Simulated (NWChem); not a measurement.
GaNH₃Cl; SMILES [NH2][GaH][Cl]

```xyz
6

Ga    -0.3840     0.4035     0.0000
H     -1.8914     0.7580     0.0000
Cl     0.2443    -1.6599     0.0000
N      0.9758     1.5804     0.0000
H      1.9497     1.3026     0.0000
H      0.8605     2.5861     0.0000
```
Atoms are numbered in this order, from 1.

Coordinates come from a PBE0/def2-SVP optimisation.

Symmetry labels are those of Cs in the frame above (b1 and b2, or b-type labels, depend on it).

Question: List the 4 lowest vertical singlet excitations from PBE0/def2-SVPD, TDA (NWChem).

Answer: 
```json
[
 {"state": "S1", "energy (eV)": "6.17", "oscillator strength": "0.034", "symmetry": "a\"", "leading excitation (squared amplitude)": "HOMO → LUMO+1 (0.98)"},
 {"state": "S2", "energy (eV)": "6.29", "oscillator strength": "0.099", "symmetry": "a'", "leading excitation (squared amplitude)": "HOMO → LUMO (0.92)"},
 {"state": "S3", "energy (eV)": "6.50", "oscillator strength": "0.006", "symmetry": "a\"", "leading excitation (squared amplitude)": "HOMO−1 → LUMO (0.99)"},
 {"state": "S4", "energy (eV)": "6.89", "oscillator strength": "0.021", "symmetry": "a\"", "leading excitation (squared amplitude)": "HOMO → LUMO+2 (0.96)"}
]
```
